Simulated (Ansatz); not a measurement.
Species: GeH₂, charge 1, doublet. GeH2+ (parent SMILES [GeH2], doublet).
B3LYP-D3(BJ)/def2-TZVP minimum from Ansatz (a first-principles code):
```xyz
3

Ge    -0.0011     0.0007     0.0456
H      0.0237    -1.3644    -0.7076
H      0.0119     1.3408    -0.7517
```
Charge +1, spin multiplicity 2.

Total energies in cc-pVQZ, 5 correlated electrons, 14 frozen orbitals. UHF or UKS for unpaired electrons; spin-orbit terms are left out. Cores are frozen in correlated methods (noble-gas shells, and filled d and f shells in the p block). No relativity. The spin of H2Ge+ (parent SMILES [GeH2], doublet) was assumed, and the state is the lowest solution found for it.

```csv
method,program,energy (Eh),minus CCSDT(Q) (mEh)
HF,Ansatz,-2076.22854,98.76
MP2,Ansatz,-2076.30622,21.08
CCSD,Ansatz,-2076.32467,2.63
CCSD(T),Ansatz,-2076.32673,0.57
CCSDT(Q),Ansatz,-2076.32730,0.00
```

Rough core times of Ansatz's runs on a shared machine: CCSD(T) under 20 s, CCSDT(Q) 7 min.
